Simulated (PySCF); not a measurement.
**How methods differ on the excitation energy of O²⁺**

O²⁺ [He] 2s2 2p2 (3P) → O²⁺ [He] 2s1 2p3 (5S), as a difference of total energies. All numbers are calculated (PySCF 2.14, no relativity, point nucleus, in aug-cc-pwCVTZ). Correlated levels: valence and next inner shell: nothing frozen. The calculations carry no spin-orbit coupling.

| method | excitation energy (cm⁻¹) |
| --- | --- |
| UHF | 44569 |
| MP2 (valence and next inner shell) | 55338 |
| SCS-MP2 (valence and next inner shell) | 60474 |
| CCSD (valence and next inner shell) | 58759 |
| CCSD(T) (valence and next inner shell) | 59087 |

A first-order spin-orbit estimate (lowest level to lowest level, LS coupling) adds 0.026 eV.
